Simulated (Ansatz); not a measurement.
Geometry optimisation, RKS BLYP-D4/def2-SVP (Ansatz).

Input file:

```yaml
crystal:
  periodic: [false, false, false]
  atoms:
    - { symbol: C, position_ang: [1.0243, 0.0659, 0.8387] }
    - { symbol: C, position_ang: [-0.102, -0.1686, 0.0857] }
    - { symbol: O, position_ang: [-0.9794, -1.2148, 0.4196] }
    - { symbol: B, position_ang: [-0.3538, 0.6951, -1.1909] }
    - { symbol: Cl, position_ang: [-1.9126, 0.2919, -2.2267] }
    - { symbol: H, position_ang: [1.6442, 0.94, 0.5685] }
    - { symbol: H, position_ang: [-0.43921, 0.15507, 1.0704] }
    - { symbol: H, position_ang: [-0.7381, -1.7784, 1.2413] }
    - { symbol: H, position_ang: [0.2772, 1.5983, -1.4639] }
basis:
  gaussian: { orbitals: def2-SVP }
hamiltonian:
  xc: blyp
  dispersion: d4
relax:
  f_tol: 0.02
  max_steps: 50
output:
  orbitals: {}
```

Launched with:

```bash
$ ansatz run input.yaml --threads 2 --pin off --max-ram 3072MiB --backend cpu --events-out ev --progress --plain --runs-dir out
```

Task: Where does it end, and by what steps?

Result: It converged. After 21 steps the energy has fallen by 5.020 eV; H7 moved furthest, 1.51 Å. Parted: C2–H7 (1.09 → 2.17 Å). Joined: C1–H7 (1.48 → 1.10 Å).

```
step  energy less start (eV)  largest force component (eV/Å)  accepted
   0                  0.0000                           3.558       yes
   1                 -0.8697                           1.716       yes
   2                 -1.4643                           1.635       yes
   3                 -1.7051                           1.904       yes
   4                 -2.7414                           2.032       yes
   5                 -3.4479                           4.207       yes
   6                 -3.9562                           3.829       yes
   7                 -4.4313                           2.637       yes
   8                 -4.5709                           1.844       yes
   9                 -4.2508                           3.296        no
  10                 -4.7677                           0.711       yes
  11                 -4.8405                           0.209       yes
  12                 -4.9061                           0.266       yes
  13                 -4.9614                           0.319       yes
  14                 -4.9784                           0.170       yes
  15                 -4.9952                           0.367       yes
  16                 -5.0031                           0.701       yes
  17                 -5.0109                           0.359       yes
  18                 -5.0158                           0.185       yes
  19                 -5.0198                           0.057       yes
  20                 -5.0203                           0.033       yes
  21                 -5.0204                           0.013       yes
```

```xyz
9
Properties=species:S:1:pos:R:3
C 0.622 0.316 0.906
C -0.307 -0.143 0.017
O -1.127 -1.216 0.254
B -0.460 0.584 -1.351
Cl -1.642 0.055 -2.548
H 1.245 1.182 0.648
H 0.783 -0.149 1.895
H -0.930 -1.579 1.142
H 0.236 1.534 -1.620
```

The run took 27 s on 2 threads of INTEL(R) XEON(R) PLATINUM 8581C CPU @ 2.10GHz (Emerald Rapids) (shared host), peak memory 0.17 GiB.
